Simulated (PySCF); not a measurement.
**Basis and Hamiltonian dependence of the excitation energy of Re²⁺**

Re²⁺ [Xe] 4f14 5d5 (6S) → Re²⁺ [Xe] 4f14 5d4 6s1 (6D). Calculated with PySCF 2.14 from differences of total energies of unrestricted determinants, without spin-orbit coupling. Values in eV.

```
                                                            basis    Hamiltonian  functions    UHF  r2SCAN   PBE0  MP2 (valence)  CCSD(T) (valence)  CCSD(T) (valence and next inner shell)
                                     aug-cc-pVDZ-PP with ECP60MDF            ECP         54  2.805   2.483  2.655          2.859              2.847                                     n/a
          def2-TZVPPD with the def2 core potential (60 electrons)            ECP         59  2.769     n/a    n/a          2.860              2.847                                   2.628
                                   aug-cc-pwCVDZ-PP with ECP60MDF            ECP         70  2.733   2.440  2.613          2.818              2.806                                   2.481
                                     aug-cc-pVTZ-PP with ECP60MDF            ECP         88  2.693   2.374  2.554          2.763              2.748                                     n/a
          def2-QZVPPD with the def2 core potential (60 electrons)            ECP         91  2.734   2.394  2.577          2.825              2.810                                   2.595
                                                     x2c-TZVPPall  spin-free X2C         97  2.790   2.347  2.609          2.857              2.847                                     n/a
                                                     ANO-RCC-VTZP  spin-free X2C        104  2.679   2.158  2.427          2.743              2.735                                     n/a
x2c-TZVPPall with one added diffuse shell each of s, p, d, f type  spin-free X2C        113  2.777   2.322  2.588          2.841              2.830                                     n/a
                                   aug-cc-pwCVTZ-PP with ECP60MDF            ECP        122  2.693   2.374  2.554          2.771                n/a                                     n/a
                                     aug-cc-pVQZ-PP with ECP60MDF            ECP        135  2.690   2.366  2.551          2.775                n/a                                     n/a
```

**Question.** Estimate the row for aug-cc-pVTZ-PP with one added diffuse shell each of s, p, d, f, g type with ECP60MDF (ECP, 113 functions).

**Answer.** From the rows with the same Hamiltonian and similar size; the calculation gives UHF 2.69; r2SCAN 2.37; PBE0 2.55; MP2 (valence) 2.76 (eV).

Frozen in the all-electron rows: valence and next inner shell: [Kr] 4d10 4f14; valence: [Xe] 4f14; with a core potential, the same shells as far as they lie outside it.
